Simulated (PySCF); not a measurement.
Mapped SMILES: `[SiH3:1][GeH2:2][CH:3]1[CH2:4][CH2:5]1`. Each H is labelled by its parent atom. Ha(C4), Ha(C5) are cis to Ge2 on the ring; Hb(C4), Hb(C5) are trans to Ge2 on the ring.

Geometry: PBE0-D3(BJ)/def2-SVP; GIAO shifts from PySCF 2.14.0 with density-fitted response routines, gas phase, non-relativistic, averaged over equivalent atoms.

At PBE0/cc-pVDZ (137 basis functions, 15 s wall time on 1 thread of an x86-64 server CPU, shared host):
```tsv
atoms	δ (ppm)
Si1	-88.4
Ge2	-153.4
C4/C5	6.3
C3	-1.6
H(Ge2)	3.79
H(Si1)	3.56
Hb(C4)/Hb(C5)	0.65
Ha(C4)/Ha(C5)	0.24
H(C3)	-0.22
```

Referencing at the same level of theory: TMS for $^{29}$Si (σref 418.61), $^{13}$C (σref 196.75), $^{1}$H (σref 31.29); GeMe4 for $^{73}$Ge (σref 1543.14).

Q: What do these become at KT3/pcSseg-1?

A: 
```csv
atoms,δ at KT3/pcSseg-1,change
Si1,-100.5,-12.1
Ge2,-190.2,-36.8
C4/C5,6.2,-0.1
C3,-2.4,-0.8
H(Ge2),3.57,-0.22
H(Si1),3.51,-0.05
Hb(C4)/Hb(C5),0.72,+0.07
Ha(C4)/Ha(C5),0.22,-0.02
H(C3),-0.17,+0.05
```

Referencing at the same level of theory: $^{29}$Si (σ = 365.51 ppm), $^{13}$C (σ = 182.31 ppm), $^{1}$H (σ = 31.32 ppm) vs TMS; GeMe4 for $^{73}$Ge (σ = 1320.18 ppm).

The largest change is at Ge2 (germanium bonded to C, Si, 2 H). Cost: 166 basis functions, 30 s wall time on 1 thread of an Arm Neoverse V1, shared host.

Relativistic effects, spin–orbit coupling among them, are left out; they matter for Ge and for the light atoms bonded to it.
